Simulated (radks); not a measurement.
The numbers below are computed, except where a source is named.
Q: The table gives one normalised radial function P(r) = r R(r) of Te25+ in [Ar] 3d9 (r in bohr). Code: a radial shooting solver on a logarithmic mesh with Libxc functionals. Model: scalar-relativistic Kohn-Sham, BLYP, spin-polarised, spherical densities, finite nucleus; open shells are filled with parallel spins first (spin-orbit coupling, left out, can overturn this in heavy ions); Fermi nuclear charge, rms radius 4.7423 fm.

r	P
0.001875	0.0082
0.002346	0.0121
0.002911	0.0178
0.003642	0.0263
0.004557	0.0389
0.005656	0.0566
0.007075	0.0830
0.008852	0.1209
0.01099	0.1723
0.01374	0.2455
0.01706	0.3398
0.02134	0.4659
0.0267	0.6204
0.03314	0.7890
0.04146	0.9637
0.05186	1.0993
0.06437	1.1378
0.08053	1.0122
0.1007	0.6572
0.125	0.0858
0.1564	-0.6683
0.1957	-1.4065
0.2429	-1.8811
0.3039	-1.9552
0.3802	-1.6064
0.4718	-1.0537
0.5903	-0.5170
0.7385	-0.1819
0.9166	-0.0456

Which n and l does it have? It may be an empty orbital.

A: n = 3, l = 1: the number of nodes gives n - l - 1 = 1, the rise at small r (about r^(l+1), flatter next to the nucleus through relativity) gives l, and the extent must fit the shell. The curve is that of 3p down; the table hardly tells the two spins apart. 3p down: eigenvalue -1582.0 eV, 1 radial node at r = 0.129 bohr, <r> = 0.311 bohr, 90 % of the charge inside 0.464 bohr.
